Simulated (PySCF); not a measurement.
**Computed properties of C₂H₇FOSi₂, SMILES C[Si@H](F)C(=O)[SiH3]**

C2H7FOSi2, SMILES C[Si@H](F)C(=O)[SiH3]. The structure is a stationary point at B3LYP-D3(BJ)/def2-SVP. The structure was generated by enumeration; whether it is a known compound was not checked. The values are those of a single conformer. All values are computed for the isolated molecule unless a solvent is named; none is compared with measurement here.

**Structure.** All 33 harmonic modes at B3LYP-D3(BJ)/def2-SVP (PySCF) are real, so it is a minimum. With heavy atoms numbered as in [CH3:1][Si@H:2]([F:3])[C:4](=[O:5])[SiH3:6], the shortest bond between them is C4–O5 at 1.221 Å and the longest C4–Si6 at 1.952 Å.

**Vibrations.** The strongest infrared lines (harmonic, unscaled, degenerate partners summed) lie at 839 cm⁻¹ (215 km/mol, H 61 %, C 32 %), 928 cm⁻¹ (151 km/mol, H 61 %, Si 18 %, C 17 %), 2241 cm⁻¹ (144 km/mol, H 97 %). The softest mode is at 33 cm⁻¹ and the zero-point energy is 51.2 kcal/mol.

**Electronic structure.** M06-2X/def2-TZVP (PySCF) places the frontier levels at -7.84 and -1.03 eV, a gap of 6.81 eV, and gives a dipole moment of 1.06 D and a mean polarisability of 78.2 bohr³. PBE/def2-TZVP (PySCF) at the same geometry gives -5.22 and -3.19 eV, so its gap is 4.78 eV narrower. An orbital gap is neither the optical nor the fundamental gap.

**Excitations.** TDDFT-ωB97X/def2-SVPD (PySCF) has S1 at 2.44 eV (507 nm, f = 0.000, dark); the most intense of the 10 singlets computed lies at 7.93 eV (f = 0.17). T1 (TDA) is at 1.82 eV. TDDFT-PBE/def2-SVPD (PySCF) puts S1 at 2.33 eV.

**NMR.** GIAO shifts at KT2/pcSseg-1 (PySCF) (non-relativistic, atoms alike by connectivity averaged): ¹³C from -1.4 to 286.4 ppm against TMS; ¹H from 0.6 to 5.1 ppm against TMS; ²⁹Si from -80.6 to -10.7 ppm against TMS; ¹⁹F at -243.1 ppm against CFCl3.

**Solvation.** SMD-B3LYP/def2-SVP (PySCF) gives 0.7 kcal/mol in water, -2.7 kcal/mol in methanol, -3.0 kcal/mol in acetonitrile (1 M in both phases, gas-phase geometry).
